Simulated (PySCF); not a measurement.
Gas-phase reaction: 2 InH3 + 6 Cl + N2 → 2 InCl3.NH3

Method: PySCF energies plus ideal-gas RRHO corrections (1 bar). † marks an energy on the PBE0/def2-TZVP geometry and frequencies; other levels use their own. MP2 and CCSD(T) freeze the core. Open shells (unrestricted): Cl (multiplicity 2, electronic degeneracy 6); the rest are closed-shell singlets. Spin-orbit splitting is ignored; it lowers the true energy and changes the entropy of Cl. B3LYP is the form with VWN-RPA correlation. In: scalar-relativistic def2 core potential, no spin-orbit coupling. Adducts (InCl3.NH3) have no counterpoise correction, and HF, PBE, BLYP, B3LYP and PBE0 lack dispersion. InH3, InCl3.NH3: computed as isolated molecules; such fragments, hydroxides, amides, oligomers or adducts are transient or little studied in the gas. MP2 isn't extrapolated to the basis-set limit; its ΔH°(298 K) is -2139.2 kJ in def2-SVP and -2269.6 kJ in def2-TZVPP. CCSD(T) isn't extrapolated to the basis-set limit. The harmonic model lacks anharmonicity and excited electronic states, which grow with temperature; levels with a mode under 35 cm⁻¹ are left out. Soft modes under 120 cm⁻¹ make the harmonic entropy rough for InCl3.NH3.

```tsv
level	ΔE electronic, kJ	ΔH°(298 K), kJ	ΔS°(298 K), J/K	ΔG°(800 K), kJ
B3LYP/def2-TZVP†	-2176	-2074	-842	-1399
BLYP/def2-TZVP†	-2122	-2020	-842	-1345
CCSD(T)/def2-SVP†	-2137	-2034	-842	-1359
HF/def2-TZVP†	-1808	-1706	-842	-1031
MP2/def2-SVP†	-2241	-2139	-842	-1464
MP2/def2-TZVPP†	-2372	-2270	-842	-1595
PBE/def2-SVP	-2331	-2231	-841	-1558
PBE/def2-TZVP†	-2306	-2203	-842	-1528
PBE0/def2-QZVP†	-2318	-2216	-842	-1541
r2SCAN/def2-TZVP†	-2346	-2243	-842	-1569
LDA/def2-TZVP†	-2651	-2549	-842	-1874
```
ΔH° is lowest at LDA/def2-TZVP† and highest at HF/def2-TZVP†. No reference value is set beside these.
